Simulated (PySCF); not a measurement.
## Au: electron affinity

Au⁻ [Xe] 4f14 5d10 6s2 (1S) → Au [Xe] 4f14 5d10 6s1 (2S), as a difference of total energies. Computed with PySCF 2.14 in aug-cc-pVTZ-PP with one added diffuse shell each of s, p, d, f, g type with ECP60MDF (7s7p6d4f3g, 113 functions), with scalar relativity through the core potential. Correlated levels: valence: 5s2 5p6 frozen. The calculations carry no spin-orbit coupling.

```tsv
method	electron affinity (eV)
UHF	0.611
LDA	2.611
PBE	2.289
PBE0	1.994
r2SCAN	2.193
r2SCANh	2.111
wB97X-V	1.773
r2SCAN0	1.994
MP2 (valence)	2.177
SCS-MP2 (valence)	2.131
```

**Question.** How much does correlation contribute at MP2 (valence)?

**Answer.** 2.177 − (0.611) = 1.566 eV, measured against UHF.

Errors of the correlated levels include the incompleteness of this basis and the frozen core.

In the anion the highest occupied orbital energy is positive at LDA, PBE, r2SCAN, r2SCANh, a self-interaction effect; the basis confines that electron, and the energy difference can still be sensible.

For comparison: 2.309 eV (measured; photodetachment measurements, as compiled on the Wikipedia data page of electron affinities).
